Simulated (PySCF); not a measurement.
How methods differ on the excitation energy of Co

Co [Ar] 3d7 4s2 (4F) → Co [Ar] 3d7 4s1 4p1 (high-spin determinant), as a difference of total energies. Computed with PySCF 2.14 in aug-cc-pVDZ (7s6p4d2f, 59 functions), with no relativity, point nucleus. Correlated levels: valence: [Ar] frozen. The calculations carry no spin-orbit coupling.

| method | excitation energy (eV) |
| --- | --- |
| UHF | 1.710 |
| LDA | 3.159 |
| PBE | 2.948 |
| PBE0 | 2.724 |
| r2SCAN | 2.627 |
| B3LYP | 3.131 |
| B2PLYP | 3.011 |
| PBEsol | 2.902 |
| MP2 (valence) | 2.620 |
| SCS-MP2 (valence) | 2.849 |

Question: How much does correlation contribute at MP2 (valence)?

Answer: 2.620 − (1.710) = 0.910 eV, measured against UHF.

A first-order spin-orbit estimate (lowest level to lowest level, LS coupling) adds 0.016 eV.

The determinant of the upper state mixes LS terms, which raises its energy above the lowest term, most at the Hartree-Fock and MP2 levels.
